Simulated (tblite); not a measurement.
Species: C4H7BrOSi2.
SMILES with atom numbers: `[CH:1]#[C:2][Si@@H:3]1[O:4][CH2:5][CH2:6][Si@H:7]1[Br:8]` (hydrogens: H9 on C1; H10 on Si3; H11, H12 on C5; H13, H14 on C6; H15 on Si7)

Computed with GFN2-xTB (tblite), gas phase: L-BFGS steps from a force-field or distance-geometry start until the largest atomic force falls under 0.01 eV/Å.

Step 10: E = -646.0738 eV
```
atom  x, y, z in Å  |  force x, y, z in eV/Å
C1      3.3538    1.2347    0.4714    0.000   0.041  -0.021
C2      2.3679    1.0272   -0.1866    0.014  -0.054  -0.052
Si3     0.9128    0.4052   -1.1502   -0.226   0.042   0.225
O4     -0.4386    1.2867   -0.8745    0.046  -0.052  -0.090
C5     -1.6247    0.8418   -0.2562    0.072   0.026   0.044
C6     -1.7324   -0.6760   -0.0110    0.175   0.101  -0.121
Si7     0.0425   -1.3898   -0.0121    0.132  -0.125  -0.052
Br8     0.0683   -3.2994   -1.1823   -0.072  -0.082   0.050
H9      4.2141    1.4581    1.0379   -0.059   0.030  -0.027
H10     1.1244    0.3440   -2.5928    0.042   0.096   0.016
H11    -2.4371    1.1923   -0.8942   -0.160  -0.054  -0.134
H12    -1.7189    1.3888    0.6875    0.117  -0.066   0.142
H13    -2.2760   -0.8664    0.9090   -0.012   0.096   0.125
H14    -2.3152   -1.1449   -0.8024   -0.019   0.040  -0.155
H15     0.4548   -1.7942    1.3285   -0.047  -0.039   0.051
```

Step 11: E = -646.0818 eV
```
atom  x, y, z in Å  |  force x, y, z in eV/Å
C1      3.3524    1.2389    0.4678   -0.043   0.019  -0.041
C2      2.3692    1.0321   -0.1950    0.055  -0.062   0.017
Si3     0.9111    0.4000   -1.1448   -0.151   0.109   0.143
O4     -0.4380    1.2856   -0.8822   -0.032  -0.074  -0.029
C5     -1.6207    0.8411   -0.2568    0.009   0.044   0.022
C6     -1.7313   -0.6767   -0.0118    0.127   0.103  -0.096
Si7     0.0408   -1.3931   -0.0114    0.114  -0.076  -0.035
Br8     0.0617   -3.3005   -1.1686   -0.067  -0.174  -0.028
H9      4.2105    1.4581    1.0381   -0.036   0.048  -0.024
H10     1.1263    0.3606   -2.5863    0.044   0.057  -0.015
H11    -2.4376    1.1880   -0.8942   -0.115  -0.038  -0.076
H12    -1.7118    1.3837    0.6907    0.119  -0.049   0.092
H13    -2.2742   -0.8607    0.9142    0.007   0.075  -0.017
H14    -2.3094   -1.1427   -0.8116   -0.018   0.054  -0.045
H15     0.4464   -1.8064    1.3240   -0.014  -0.035   0.131
```

Step 12: E = -646.0870 eV
```
atom  x, y, z in Å  |  force x, y, z in eV/Å
C1      3.3510    1.2415    0.4653   -0.045   0.010  -0.036
C2      2.3699    1.0321   -0.1995    0.049  -0.059   0.046
Si3     0.9072    0.3984   -1.1387   -0.035   0.113   0.019
O4     -0.4390    1.2850   -0.8870   -0.095  -0.038   0.003
C5     -1.6186    0.8419   -0.2571   -0.050   0.038   0.001
C6     -1.7284   -0.6757   -0.0140    0.059   0.061  -0.050
Si7     0.0422   -1.3971   -0.0120    0.073  -0.046   0.000
Br8     0.0572   -3.3038   -1.1623   -0.064  -0.212  -0.060
H9      4.2075    1.4591    1.0374   -0.010   0.059  -0.017
H10     1.1278    0.3697   -2.5808    0.036   0.038   0.001
H11    -2.4400    1.1839   -0.8957   -0.054  -0.020  -0.001
H12    -1.7057    1.3793    0.6948    0.104  -0.030   0.037
H13    -2.2714   -0.8550    0.9167    0.035   0.055  -0.127
H14    -2.3061   -1.1394   -0.8183    0.000   0.064   0.036
H15     0.4420   -1.8119    1.3237   -0.003  -0.032   0.148
```

Step 13: E = -646.0918 eV
```
atom  x, y, z in Å  |  force x, y, z in eV/Å
C1      3.3498    1.2442    0.4631   -0.022   0.009  -0.014
C2      2.3709    1.0309   -0.2028    0.018  -0.052   0.055
Si3     0.9033    0.3993   -1.1335    0.067   0.076  -0.095
O4     -0.4416    1.2838   -0.8910   -0.123   0.023   0.007
C5     -1.6182    0.8435   -0.2572   -0.082   0.013  -0.013
C6     -1.7246   -0.6736   -0.0169   -0.001   0.002  -0.005
Si7     0.0455   -1.4016   -0.0126    0.024  -0.030   0.036
Br8     0.0519   -3.3113   -1.1583   -0.060  -0.200  -0.061
H9      4.2048    1.4612    1.0364    0.012   0.066  -0.011
H10     1.1299    0.3783   -2.5768    0.025   0.026   0.029
H11    -2.4435    1.1805   -0.8973   -0.002   0.001   0.077
H12    -1.6983    1.3753    0.6992    0.072  -0.010  -0.015
H13    -2.2689   -0.8493    0.9162    0.056   0.031  -0.187
H14    -2.3037   -1.1355   -0.8231    0.022   0.066   0.081
H15     0.4381   -1.8176    1.3268   -0.006  -0.022   0.117
```

Task: Estimate the geometry and energy of step 14. (The exact step hangs on the optimiser's Hessian estimate; all steps are aligned on step 13, rigid shifts and turns removed.)

Result: E = -646.0967 eV, largest force 0.194 eV/Å
```
atom  x, y, z in Å  |  force x, y, z in eV/Å
C1      3.3492    1.2479    0.4608    0.013   0.011   0.017
C2      2.3725    1.0303   -0.2059   -0.024  -0.045   0.055
Si3     0.9007    0.4024   -1.1306    0.114   0.016  -0.156
O4     -0.4462    1.2819   -0.8958   -0.098   0.080  -0.017
C5     -1.6190    0.8451   -0.2571   -0.068  -0.017  -0.018
C6     -1.7203   -0.6713   -0.0200   -0.033  -0.054   0.024
Si7     0.0502   -1.4069   -0.0120   -0.022  -0.022   0.054
Br8     0.0442   -3.3242   -1.1535   -0.055  -0.141  -0.035
H9      4.2027    1.4649    1.0358    0.028   0.070  -0.009
H10     1.1334    0.3903   -2.5741    0.013   0.016   0.045
H11    -2.4476    1.1781   -0.8974    0.026   0.025   0.143
H12    -1.6883    1.3717    0.7036    0.026   0.009  -0.055
H13    -2.2673   -0.8438    0.9119    0.059   0.000  -0.178
H14    -2.3013   -1.1313   -0.8261    0.036   0.052   0.079
H15     0.4328   -1.8270    1.3329   -0.016   0.001   0.052
```

The energy changes by -0.0049 eV. The first-order estimate −F·Δx gives -0.0069 eV and the mean of the old and new forces, exact on a quadratic surface, -0.0049 eV. The step makes an angle of 60° with the force vector and moves no atom by more than 0.016 Å.

What follows is the cost of the whole relaxation. Hardware: one thread of an AMD EPYC 7R43, shared host. Cost: 1.2 s wall.
